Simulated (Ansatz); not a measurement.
C4H11As, triplet, at the geometry of the source list (a higher spin typed on purpose: for a closed-shell molecule this is an excited state). Base run: SVWN5/6-31G (Ansatz, a program for electronic structure).

Input for Ansatz:
Ansatz 0.2 input:
```yaml
crystal:
  periodic: [false, false, false]
  atoms:
    - {symbol: C, position_ang: [-0.08740000, 1.16880000, 0.76160000]}
    - {symbol: C, position_ang: [0.00820000, -0.09490000, -0.08360000]}
    - {symbol: C, position_ang: [-0.10500000, -1.32450000, 0.81330000]}
    - {symbol: C, position_ang: [-1.10940000, -0.10710000, -1.12230000]}
    - {symbol: As, position_ang: [1.77300000, -0.19690000, -1.06620000]}
    - {symbol: H, position_ang: [-1.03760000, 1.20090000, 1.29690000]}
    - {symbol: H, position_ang: [-0.02260000, 2.05890000, 0.13380000]}
    - {symbol: H, position_ang: [0.71770000, 1.20280000, 1.49660000]}
    - {symbol: H, position_ang: [-0.02570000, -2.24060000, 0.22260000]}
    - {symbol: H, position_ang: [-1.05540000, -1.33510000, 1.34390000]}
    - {symbol: H, position_ang: [0.69840000, -1.32720000, 1.55240000]}
    - {symbol: H, position_ang: [-1.06060000, -1.01630000, -1.72710000]}
    - {symbol: H, position_ang: [-1.01950000, 0.75420000, -1.78950000]}
    - {symbol: H, position_ang: [-2.08880000, -0.06700000, -0.64170000]}
    - {symbol: H, position_ang: [1.81890000, 1.27520000, -1.36110000]}
    - {symbol: H, position_ang: [2.59580000, 0.04890000, 0.17040000]}
basis:
  gaussian:
    orbitals: 6-31G
hamiltonian:
  xc: {name: SVWN5}
magnetization: {spin_polarized: true, initial_magnetization: 2}
```

Variants of this job, named by their change:

```
change                                                         ΔE vs base (mEh)
-------------------------------------------------------------  ----------------
base                                                                      0.000
lower_state_search = full                                                 0.000
point_charge = charge:0.5 position_ang:2.7742, 4.1684, 2.5193             0.155
final_grid = 6, 12, 29                                                    0.003
lower_state_search = light                                                0.000
fitting.mean_field = cc-pVTZ-JKFIT                                       -0.165
final_grid = 10, 20, 41                                                   0.000
lower_state_search = off                                                  0.000
final_grid = 4, 8, 17                                                     0.179
fitting.mean_field = def2-universal-JKFIT                                -0.087
forces = on                                                               0.000
```
